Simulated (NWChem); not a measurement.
Everything below was run with NWChem. System: IIn, charge 0, spin multiplicity 1, at a geometry optimised with B3LYP/def2-SVP with def2 effective core potentials on In, I. The structure started from a generated list of species. Level: CCSD(T)/def2-SVP with def2 effective core potentials on In, I, 8 core orbitals frozen.

Output (cleaned and shortened):

```
             Northwest Computational Chemistry Package (NWChem) 7.3.0
             --------------------------------------------------------

                                NWChem Input Module
                                -------------------

 Scaling coordinates for geometry "geometry" by  1.889725989
 (inverse scale =  0.529177249)

 Turning off AUTOSYM since
 SYMMETRY directive was detected!

                             Geometry "geometry" -> ""
                             -------------------------

 Output coordinates in angstroms (scale by  1.889725989 to convert to a.u.)

  No.       Tag          Charge          X              Y              Z
 ---- ---------------- ---------- -------------- -------------- --------------
    1 In                  49.0000     0.00000000     0.00000000    -1.46604700
    2 I                   53.0000     0.00000000     0.00000000     1.35540200

 Effective nuclear repulsion energy (a.u.)     487.0806864318

            Nuclear Dipole moment (a.u.)
            ----------------------------
        X                 Y               Z
 ---------------- ---------------- ----------------
     0.0000000000     0.0000000000     0.0000056692

      Symmetry information
      --------------------

 Group name             C2v
 Group number             16
 Group order               4
 No. of unique centers     2

      Symmetry unique atoms

     1    2


 Summary of "ao basis" -> "" (spherical)
 ------------------------------------------------------------------------------
       Tag                 Description            Shells   Functions and Types
 ---------------- ------------------------------  ------  ---------------------
 *                          def2-svp                  on all atoms

 Summary of "ao basis" -> "ao basis" (spherical)
 ------------------------------------------------------------------------------
       Tag                 Description            Shells   Functions and Types
 ---------------- ------------------------------  ------  ---------------------
 In                         def2-svp                10       26   4s4p2d
 I                          def2-svp                10       26   4s4p2d

                                 NWChem SCF Module
                                 -----------------

  ao basis        = "ao basis"
  functions       =    52
  atoms           =     2
  closed shells   =    23
  open shells     =     0
  charge          =   0.00
  wavefunction    = RHF
  use symmetry    = T
  symmetry adapt  = T

 Summary of "ao basis" -> "ao basis" (spherical)
 ------------------------------------------------------------------------------
       Tag                 Description            Shells   Functions and Types
 ---------------- ------------------------------  ------  ---------------------
 In                         def2-svp                10       26   4s4p2d
 I                          def2-svp                10       26   4s4p2d

      Symmetry analysis of basis
      --------------------------

        a1         24
        a2          4
        b1         12
        b2         12

 Forming initial guess at       0.0s

      Superposition of Atomic Density Guess
      -------------------------------------

 Sum of atomic energies:        -565.17742178

      Non-variational initial energy
      ------------------------------

 Total energy =    -485.849864
 1-e energy   =   -1049.011799
 2-e energy   =     464.695490
 HOMO         =      -0.266538
 LUMO         =      -0.000680

      Symmetry analysis of molecular orbitals - initial
      -------------------------------------------------

 !! scf_movecs_sym_adapt:   32 vectors were symmetry contaminated

  Symmetry fudging

 !! scf_movecs_sym_adapt:   32 vectors were symmetry contaminated

  Numbering of irreducible representations:

     1 a1          2 a2          3 b1          4 b2

  Orbital symmetries:

     1 a1          2 a1          3 b1          4 b2          5 a1
     6 a1          7 b2          8 b1          9 a1         10 b2
    11 b1         12 a2         13 a1         14 a1         15 b1
    16 b2         17 a2         18 a1         19 a1         20 a1
    21 b2         22 b1         23 a1         24 b2         25 b1
[...]
  Failed reading restart vector from ./mol.t2
  Using MP2 initial guess vector

-------------------------------------------------------------------------
 iter     correlation     delta       rms       T2     Non-T2      Main
             energy      energy      error      ampl     ampl      Block
                                                time     time      time
-------------------------------------------------------------------------
   1     -0.1897721792 -1.898D-01  6.778D-02     0.98     0.00     0.92
   2     -0.1947790301 -5.007D-03  6.476D-02     0.97     0.00     0.91
   3     -0.1962324108 -1.453D-03  1.448D-02     0.97     0.00     0.91
   4     -0.1969560301 -7.236D-04  7.209D-03     0.98     0.00     0.91
   5     -0.1970257123 -6.968D-05  3.027D-03     0.96     0.00     0.90
   6     -0.1970149626  1.075D-05  5.851D-04     0.95     0.00     0.90
   7     -0.1970160966 -1.134D-06  1.587D-04     0.96     0.00     0.90
   8     -0.1970140792  2.017D-06  3.641D-05     0.99     0.00     0.93
   9     -0.1970157535 -1.674D-06  3.955D-05     1.00     0.00     0.93
  10     -0.1970161563 -4.028D-07  5.033D-06     0.99     0.00     0.93
  11     -0.1970163863 -2.300D-07  2.789D-06     0.99     0.00     0.93
  12     -0.1970164170 -3.072D-08  1.262D-06     0.99     0.00     0.92
  13     -0.1970164166  4.200D-10  1.702D-07     0.98     0.00     0.92
                  *************converged*************
-------------------------------------------------------------------------

 -----------
 CCSD Energy
 -----------
 Reference energy:            -485.951564667912805
 CCSD corr. energy:             -0.197016416573295
 Total CCSD energy:           -486.148581084486125

 --------------------------------
 Spin Component Scaled (SCS) CCSD
 --------------------------------
 Same spin contribution:                 -0.049481505419813
 Same spin scaling factor:                1.130000000000000
 Opposite spin contribution:             -0.147534911153482
 Opposite spin scaling fact.:             1.270000000000000
 SCS-CCSD correlation energy:            -0.243283438289311
 Total SCS-CCSD energy:                -486.194848106202130
 memory            104847700

*********triples calculation*********

nkpass=    1; nvpass=    1; memdrv=         100195; memtrn=         640473; memavail=      104847252
 memory available/node                      104847252
 total number of virtual orbitals        29
 number of virtuals per integral pass    29
 number of integral evaluations           1
 number of occupied per triples pass     15
 number of triples passes                 1

 commencing integral evaluation        1 at          13.52
  symmetry use  T
task         2 out of       210 done   0%  at       0.1 secs
task        11 out of       210 done   5%  at       0.2 secs
task        21 out of       210 done  10%  at       0.3 secs
task        32 out of       210 done  15%  at       0.4 secs
task        42 out of       210 done  20%  at       0.5 secs
task        53 out of       210 done  25%  at       0.5 secs
task        63 out of       210 done  30%  at       0.5 secs
task        74 out of       210 done  35%  at       0.6 secs
task        84 out of       210 done  40%  at       0.6 secs
task        95 out of       210 done  45%  at       0.6 secs
task       105 out of       210 done  50%  at       0.7 secs
task       116 out of       210 done  55%  at       0.7 secs
task       126 out of       210 done  60%  at       0.7 secs
task       137 out of       210 done  65%  at       0.7 secs
task       147 out of       210 done  70%  at       0.8 secs
task       158 out of       210 done  75%  at       0.8 secs
task       168 out of       210 done  80%  at       0.8 secs
task       179 out of       210 done  85%  at       0.9 secs
task       189 out of       210 done  90%  at       0.9 secs
task       200 out of       210 done  95%  at       0.9 secs
task       210 out of       210 done 100%  at       1.0 secs
 commencing triples evaluation - blocking       1
 ccsd(t): done        1 out of       29 progress:    3.4%
 ccsd(t): done        2 out of       29 progress:    6.9%
 ccsd(t): done        3 out of       29 progress:   10.3%
 ccsd(t): done        4 out of       29 progress:   13.8%
 ccsd(t): done        5 out of       29 progress:   17.2%
 ccsd(t): done        6 out of       29 progress:   20.7%
 ccsd(t): done        7 out of       29 progress:   24.1%
 ccsd(t): done        8 out of       29 progress:   27.6%
 ccsd(t): done        9 out of       29 progress:   31.0%
 ccsd(t): done       10 out of       29 progress:   34.5%
 ccsd(t): done       11 out of       29 progress:   37.9%
 ccsd(t): done       12 out of       29 progress:   41.4%
 ccsd(t): done       13 out of       29 progress:   44.8%
 ccsd(t): done       14 out of       29 progress:   48.3%
 ccsd(t): done       15 out of       29 progress:   51.7%
 ccsd(t): done       16 out of       29 progress:   55.2%
 ccsd(t): done       17 out of       29 progress:   58.6%
 ccsd(t): done       18 out of       29 progress:   62.1%
 ccsd(t): done       19 out of       29 progress:   65.5%
 ccsd(t): done       20 out of       29 progress:   69.0%
 ccsd(t): done       21 out of       29 progress:   72.4%
 ccsd(t): done       22 out of       29 progress:   75.9%
 ccsd(t): done       23 out of       29 progress:   79.3%
 ccsd(t): done       24 out of       29 progress:   82.8%
 ccsd(t): done       25 out of       29 progress:   86.2%
 ccsd(t): done       26 out of       29 progress:   89.7%
 ccsd(t): done       27 out of       29 progress:   93.1%
 ccsd(t): done       28 out of       29 progress:   96.6%
 ccsd(t): done       29 out of       29 progress:  100.0%
 Time for integral evaluation pass     1        0.96
 Time for triples evaluation pass      1        1.27

 pseudo-e(mp4)  -0.61043385844981E-02
 pseudo-e(mp5)   0.33325674920379E-03
        e(t)    -0.57710818352943E-02

 --------------
 CCSD(T) Energy
 --------------
 Reference energy:                    -485.951564667912805

 CCSD corr. energy:                     -0.197016416573295
 T(CCSD) corr. energy:                  -0.006104338584498
 Total CCSD+T(CCSD) energy:           -486.154685423070589

 CCSD corr. energy:                     -0.197016416573295
 (T) corr. energy:                      -0.005771081835294
 Total CCSD(T) energy:                -486.154352166321416

 routine      calls  cpu(0)   cpu-min  cpu-ave  cpu-max   i/o
 aoccsd          1     0.01     0.01     0.01     0.01    0.00
 iterdrv         1     0.01     0.01     0.01     0.01    0.00
 pampt          13     0.05     0.05     0.05     0.05    0.00
 t2pm           13     0.08     0.08     0.08     0.08    0.00
 sxy            13     0.08     0.08     0.08     0.08    0.00
 ints       570674     9.15     9.15     9.15     9.15    0.00
 t2eri        2730     2.16     2.16     2.16     2.16    0.00
 idx2         2730     0.38     0.38     0.38     0.38    0.00
 idx34          13     0.07     0.07     0.07     0.07    0.00
 ht2pm          13     0.13     0.13     0.13     0.13    0.00
 itm            13     0.55     0.55     0.55     0.55    0.00
 pdiis          13     0.02     0.02     0.02     0.02    0.00
 triples         1     0.00     0.00     0.00     0.00    0.00
 rdtrpo          1     0.01     0.01     0.01     0.01    0.00
 trpmos          1     0.96     0.96     0.96     0.96    0.00
 trpdrv          1     0.18     0.18     0.18     0.18    0.00
 dovvv      104400     0.43     0.43     0.43     0.43    0.00
 doooo      104400     0.25     0.25     0.25     0.25    0.00
 tengy       97875     0.37     0.37     0.37     0.37    0.00
 Total                14.88    14.88    14.88    14.88    0.00

 Task  times  cpu:       16.1s     wall:       16.1s

 Total times  cpu:       16.1s     wall:       16.1s
```

Q: Write an NWChem input that would produce this output.

A: One answer among several that fit: 
```
start mol
memory heap 100 mb stack 700 mb global 1900 mb
geometry units angstroms nocenter noautoz
  In     0.000000     0.000000    -1.466047
  I      0.000000     0.000000     1.355402
  symmetry group C2v
end
basis spherical
  * library def2-svp
end
ecp
  In library def2-ecp
  I library def2-ecp
end
scf
  rhf
  nopen 0
  maxiter 100
  thresh 1e-7
  semidirect memsize 60000000 filesize 0
end
ccsd
  freeze core 8
  maxiter 60
end
task ccsd(t) energy
```
